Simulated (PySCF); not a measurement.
Species: C7H9O (doublet state).
Cartesian coordinates in Å at the GFN2-xTB level; atoms count from 1:
```
atom  x, y, z in Å
C1     3.124    0.251    0.359
O2     2.314   -0.795    0.201
C3     0.992   -0.699    0.195
C4     0.133   -1.754    0.039
C5    -1.207   -1.263    0.086
C6    -1.217    0.076    0.268
C7    -2.385    0.990    0.371
C8     0.200    0.570    0.356
H9     4.168    0.021    0.326
H10    2.755    1.250    0.476
H11    0.416   -2.781   -0.097
H12   -2.074   -1.890   -0.013
H13   -2.374    1.723   -0.438
H14   -3.313    0.427    0.315
H15   -2.365    1.540    1.313
H16    0.426    1.293   -0.433
H17    0.401    1.054    1.315
```

The hyperfine couplings belong to this conformer and change with its torsions.

Identity: `[CH2]OC1=CC=C(C)C1` [radical].

Theory: UKS B3LYP, pcH-1 on C H O, non-relativistic, mean-field spin-orbit, GIAO (PySCF). The structure is a single GFN2-xTB conformer in the gas phase; no vibrational or solvent corrections. The geometry wasn't refined by DFT: couplings that depend on bond lengths, twists or pyramidal angles can differ widely from those at the functional's own minimum. Stability of the SCF solution: not tested.

Question: The isotropic 13C couplings are +74.3, -17.5, +16.7, +13.2, -13.1, -5.0, -1.8 MHz. Assign them to C1; C3; C4; C5; C6; C7; C8.

Answer: 
```csv
site,a_iso (MHz),ρ(0) (bohr⁻³),position,distance from C1 (Å),spin population,largest |T| (MHz)
C1,+74.3,+0.0661,largest spin population,0.00,+0.88,141.6
C3,-17.5,-0.0155,2 bonds from C1,2.34,-0.12,19.9
C4,+16.7,+0.0148,3 bonds from C1,3.61,+0.19,27.4
C5,-13.1,-0.0116,4 bonds from C1,4.60,-0.08,9.9
C6,+13.2,+0.0117,4 bonds from C1,4.35,+0.14,22.8
C7,-5.0,-0.0044,5 bonds from C1,5.56,-0.01,0.4
C8,-1.8,-0.0016,3 bonds from C1,2.94,0.00,1.3
```

ρ(0) is the spin density at the nucleus and T the dipolar tensor; entries for several nuclei are means. The largest Mulliken spin populations are on C1 (+0.88), C4 (+0.19), C6 (+0.14) and C3 (-0.12). The positive populations add up to 1.31 and the negative ones to -0.31, together 2S = 1. The angles at C1 add up to 360.0°, so it is planar; its axial dipolar tensor and the negative couplings of its protons fit spin in a p orbital normal to that plane.

Nuclei that the bonding pattern makes equivalent are averaged, as if the motion that swaps them (rotation, inversion, ring flip) were fast. H9 and H10 aren't averaged: C1 is flat or nearly so (angle sum 360°), and its turn about the short C1–O2 bond (1.33 Å) is taken as slow. The three 1H nuclei of mean +9.9 MHz run from 0.5 to 15.2 MHz in the frozen geometry.

The run took 89 s (with the writing of density and orbital grids) on one thread of an Arm Neoverse V1, on a shared host, and the process peaked at 0.96 GiB of memory.
